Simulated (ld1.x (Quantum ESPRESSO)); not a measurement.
# What one change does to a pseudopotential (Ge, RRKJ)

| Item | Value |
| --- | --- |
| Element | germanium (Ge) |
| Generator | ld1.x (Quantum ESPRESSO) 7.5 |
| Type | norm-conserving RRKJ (Kleinman–Bylander form) |
| Functional | PBE |
| Relativity | scalar-relativistic |
| Frozen core | [Ne] 3s2 |
| Valence charge | 20 |
| Reference configuration | 3p6 3d10 4s2 4p0 (charge +2) |
| Partial waves | 3p (bound): rc 0.60 bohr; 3d (bound): rc 1.10 bohr; 4s (bound): rc 1.60 bohr |
| Local potential | the s channel |
| Core correction | none |
| rho0 | 0.02 |

All-electron outer shells of the reference configuration (PBE, scalar-relativistic, ld1.x):

```tsv
shell	level (eV)	outermost node (bohr)	outermost maximum (bohr)
3s	-188.44	0.26	0.54
3p	-135.57	0.23	0.54
3d	-49.19	–	0.50
4s	-29.25	0.77	1.66
4p	-19.81	0.81	1.98
```

Change: reference 3p6 3d10 4s1.75 4p2.25.

Cutoffs: the cutoffs (Ry, on a coarse ladder) from which the occupation-weighted sum of valence levels, in a spherical-Bessel basis at the reference potential, stays within 10 and 1 mRy of its value at 400 Ry; they do not see the model core or the augmentation charge, which bear on the density cutoff. Errors are all-electron minus pseudo energies relative to the spin-unpolarised reference configuration.

Question: What does the change do?

Answer: The miss of the reference levels goes from 0.00 to 1.50 eV; the number of tests that count goes from 7 to 0; the range in which the p phases agree widens (upper end -4.0 → -2.6); the range in which the d phases agree widens (upper end -1.4 → 0.0); neither file shows a bound ghost at the reference potential, the only one tested.

```csv
quantity,base,changed
"cutoff, loose",over 300 Ry,over 300 Ry
"cutoff, tight",over 300 Ry,over 300 Ry
bound ghosts,none,none
"largest miss of a reference level, eV",0.00,1.50
"tests counted (converged, no solver errors)",7 of 7,0 of 7
s: phases at 1.76 bohr within 0.05 rad from the reference energy up to (Ry; the scan ends near 5),4.2,to the end of the scan
p: phases at 1.76 bohr within 0.05 rad from the reference energy up to (Ry; the scan ends near 5),-4.0,-2.6
d: phases at 1.76 bohr within 0.05 rad from the reference energy up to (Ry; the scan ends near 5),-1.4,0.0
```

Base: These tests converged, but a pseudo level misses the all-electron one widely, so the file describes the atom poorly there or has found another state: 3p6 3d10 4s2 4p2: 3d by 2.4 eV; 3p6 3d10 4s1 4p0: empty 4p by 3.6 eV; 3p6 3d10 4s0 4p4: 3d by 4.6 eV; 3p5 3d10 4s2 4p2: 3d by 4.4 eV; 3p6 3d10 4s2 4p2.3: 3d by 2.7 eV; 3p6 3d10 4s1 4p3: 3d by 3.5 eV. ld1.x printed “convergence not achieved” for 6 of the counted tests; their residual had stalled under 1e-8, short of the target of 1e-14. Changed file: Tests not counted: all (the test run did not reproduce the reference configuration, from which every error is measured).
